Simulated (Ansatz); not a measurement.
```yaml
crystal:
  periodic: [false, false, false]
  atoms:
    - {symbol: C, position_ang: [-0.658465, 1.541853, -0.861210]}
    - {symbol: Al, position_ang: [0.859511, -0.523570, 1.725438]}
    - {symbol: C, position_ang: [0.859511, -0.823570, 1.425438]}
    - {symbol: Te, position_ang: [-1.293398, -2.203718, -1.098230]}
    - {symbol: H, position_ang: [0.522295, 1.899437, -1.005394]}
    - {symbol: H, position_ang: [-0.534319, 2.175855, -0.326098]}
    - {symbol: H, position_ang: [-0.891338, 1.470889, -1.917379]}
    - {symbol: H, position_ang: [0.612722, 0.116754, 2.662294]}
    - {symbol: H, position_ang: [1.908567, -0.438947, 1.096357]}
    - {symbol: H, position_ang: [0.554228, -1.605165, 1.953312]}
    - {symbol: H, position_ang: [-1.948329, -1.502882, -2.212193]}
basis:
  gaussian: {orbitals: def2-mTZVP}
hamiltonian: {xc: {name: B97}}
output: {forces: true}
```

```sh
$ ansatz run in.yaml --threads 4 --pin off --events-out ev --progress --plain --max-ram 10444MiB
```

Output, abridged:

```
Functional definition: B97
  name "B97"
  cite "Becke, J. Chem. Phys. 107, 8554 (1997) doi:10.1063/1.475007"
  parameter cx = 0.1943
  parameter cx0 = 0.8094
  parameter cx1 = 0.5073
  parameter cx2 = 0.7481
  parameter css0 = 0.1737
  parameter css1 = 2.3487
  parameter css2 = -2.4868
  parameter cos0 = 0.9454
  parameter cos1 = 0.7471
  parameter cos2 = -4.5961
  exchange = spin_sum(e_x_unif_s*poly(b97_u_x, cx0, cx1, cx2)) + cx*exact_x
  correlation = spin_sum(e_c_pw_same_spin*poly(b97_u_same, css0, css1, css2))
      + integral(e_c_pw_opposite_spin*poly(b97_u_opposite, cos0, cos1, cos2))
1222 factors; integrals over basis functions are off by at most 1.1e-3 eV
mean field evaluation 1: about -15556.6539 eV, gradient 1.8e2 eV
mean field evaluation 2: about -14442.9924 eV, gradient 3.7e2 eV
mean field evaluation 4: about -15335.8111 eV, gradient 2.0e2 eV
mean field evaluation 8: about -15654.9351 eV, gradient 3.8e1 eV
mean field evaluation 16: about -15665.3192 eV, gradient 7.3e0 eV
mean field evaluation 32: about -15664.9226 eV, gradient 9.4e0 eV
mean field -15665.91239672 eV, -575.7116618427 hartree, gradient 4.3e-5 eV, S^2 0.000000; 4 other end points of the search recorded, 0 dependent functions left out
the calculation of the forces begins
reference -15665.91242951 eV, -575.7116630476 hartree; 28, 28 occupied and 89, 89 virtual orbitals, 1222 factors
Total energy: -15665.91242951 eV, -575.7116630476 hartree
Atom 0 at    -0.658465     1.541853    -0.861210 Å, force     3.228668   -12.480925   -12.525164 eV/Å
Atom 1 at     0.859511    -0.523570     1.725438 Å, force    13.207558  1762.063622  1729.022410 eV/Å
Atom 2 at     0.859511    -0.823570     1.425438 Å, force   -16.412542 -1757.760085 -1738.195521 eV/Å
Atom 3 at    -1.293398    -2.203718    -1.098230 Å, force     2.501682    -1.785973     3.956581 eV/Å
Atom 4 at     0.522295     1.899437    -1.005394 Å, force    -0.966162    -2.183384    -0.670480 eV/Å
Atom 5 at    -0.534319     2.175855    -0.326098 Å, force    -1.042231    13.980753    12.809273 eV/Å
Atom 6 at    -0.891338     1.470889    -1.917379 Å, force    -1.094111     0.024004     0.505568 eV/Å
Atom 7 at     0.612722     0.116754     2.662294 Å, force    -4.569053     5.340906    11.344633 eV/Å
Atom 8 at     1.908567    -0.438947     1.096357 Å, force    10.243756     3.239808    -3.492702 eV/Å
Atom 9 at     0.554228    -1.605165     1.953312 Å, force    -2.803920   -12.833499     1.073355 eV/Å
Atom 10 at    -1.948329    -1.502882    -2.212193 Å, force    -2.293644     2.394772    -3.827953 eV/Å
Dipole moment:     0.474339    -0.015412     1.056009 e Å
```

In this input one atom was put on top of another. The run converged. The result belongs to that input, not to the molecule as meant.
